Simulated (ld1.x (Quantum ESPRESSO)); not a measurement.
Cutoff test, europium (Eu), RRKJ

ld1.x (Quantum ESPRESSO) 7.5 input, shortened:

```
&input
   title='Eu', zed=63., rel=1, dft='PZ', iswitch=3,
   config='[Xe] 4f7 5d0 6s2 6p0'
 /
 &inputp
   pseudotype=2, tm=.false., rho0=0.02, lloc=0,
   nlcc=.false.
 /
4
6P  2  1   0.00   0.00  3.70  3.70  0.0
5D  3  2   0.00   0.00  2.85  2.85  0.0
4F  4  3   7.00   0.00  0.85  0.85  0.0
6S  1  0   2.00   0.00  3.65  3.65  0.0
 &test
   configts(1)='4f7 5d0 6s2 6p0'
 /
```

The pseudo-atom Hamiltonian at the reference potential is diagonalised in spherical Bessel functions j_l(qr) that vanish at 20 bohr, with q² up to the cutoff. All-electron valence levels (Ry): 6p -0.0915, 5d -0.1261, 4f -0.2142, 6s -0.2770.

How do the lowest levels (Ry) of each channel move with the cutoff, and are there ghosts?

```
cutoff (Ry)     p #1     d #1     f #1     s #1  Σ f·Δε (mRy)
          8  -0.0914  -0.0946   0.0952  -0.2768        2166.8
         18  -0.0915  -0.1261   0.0952  -0.2770        2166.2
         35  -0.0915  -0.1261   0.0952  -0.2770        2166.2
         55  -0.0915  -0.1261   0.0952  -0.2770        2166.2
         90  -0.0915  -0.1261   0.0952  -0.2770        2166.2
        140  -0.0915  -0.1261   0.0951  -0.2770        2166.1
        230  -0.0915  -0.1261  -0.1657  -0.2770         339.9
        400  -0.0915  -0.1261  -0.2143  -0.2770           0.0
```

Result: no extra level below or beside the all-electron valence levels (p, d, f, s tested); 10 mRy is reached at 300 Ry and 1 mRy at over 300 Ry.

1 of 9 tests not solved or not reliable.
